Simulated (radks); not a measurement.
The numbers below are computed, except where a source is named.
Minus the highest occupied eigenvalue as an estimate of the ionisation energy, Cr to Cr19+. The LB94 potential has the -1/r tail that LDA and GGA lack but no energy functional. Code: a radial shooting solver on a logarithmic mesh with Libxc functionals. Model: non-relativistic Kohn-Sham, LB94 model potential, spin-polarised, spherical densities, point nucleus; open shells are filled with parallel spins first.

| species | configuration | HOMO | -e(HOMO) (eV) | <r> (bohr) | IE, NIST (eV) | kind |
|---|---|---|---|---|---|---|
| Cr | [Ar] 3d5 4s1 | 4s up | 7.925 | 3.18 | 6.767 | exp. |
| Cr+ | [Ar] 3d5 | 3d up | 17.430 | 1.32 | 16.486 | exp. |
| Cr2+ | [Ar] 3d4 | 3d up | 32.151 | 1.18 | 30.96 | exp. |
| Cr3+ | [Ar] 3d3 | 3d up | 49.504 | 1.08 | 49.16 | semi-emp. |
| Cr4+ | [Ar] 3d2 | 3d up | 69.088 | 1.01 | 69.46 | semi-emp. |
| Cr5+ | [Ar] 3d1 | 3d up | 90.656 | 0.944 | 90.635 | exp. |
| Cr6+ | [Ar] | 3p | 158.79 | 0.878 | 160.3 | semi-emp. |
| Cr7+ | [Ne] 3s2 3p5 | 3p down | 183.55 | 0.854 | 184.8 | semi-emp. |
| Cr8+ | [Ne] 3s2 3p4 | 3p down | 209.24 | 0.831 | 209.5 | semi-emp. |
| Cr9+ | [Ne] 3s2 3p3 | 3p up | 239.74 | 0.815 | 244.5 | semi-emp. |
| Cr10+ | [Ne] 3s2 3p2 | 3p up | 267.48 | 0.795 | 270.8 | semi-emp. |
| Cr11+ | [Ne] 3s2 3p1 | 3p up | 296.05 | 0.776 | 297 | semi-emp. |
| Cr12+ | [Ne] 3s2 | 3s | 353.74 | 0.764 | 354.7 | semi-emp. |
| Cr13+ | [Ne] 3s1 | 3s up | 385.01 | 0.751 | 384.16 | semi-emp. |
| Cr14+ | [Ne] | 2p | 999.09 | 0.256 | 1011.6 | semi-emp. |
| Cr15+ | [He] 2s2 2p5 | 2p down | 1084.5 | 0.250 | 1097 | semi-emp. |
| Cr16+ | [He] 2s2 2p4 | 2p down | 1171.2 | 0.245 | 1188 | semi-emp. |
| Cr17+ | [He] 2s2 2p3 | 2p up | 1282.8 | 0.240 | 1295 | semi-emp. |
| Cr18+ | [He] 2s2 2p2 | 2p up | 1377.0 | 0.235 | 1395 | semi-emp. |
| Cr19+ | [He] 2s2 2p1 | 2p up | 1472.2 | 0.231 | 1495 | semi-emp. |

Reference values: NIST Atomic Spectra Database (exp. = measured, semi-emp. = semi-empirical, theory = theoretical value adopted there). Open shells are spherical and high-spin; term and fine-structure splittings are not resolved. For the highly charged ions the gap to NIST does not measure LB94 alone. Relativity, which these runs lack, binds the s electron of Cr13+ more strongly by about 1.3 eV (Dirac minus Schroedinger energy of a one-electron ion with the same level; inner penetration adds to it), while NIST minus -e(HOMO) is -0.844 eV. Steps in the NIST column where removal passes from j = l + 1/2 to j = l - 1/2 have no counterpart in these runs.
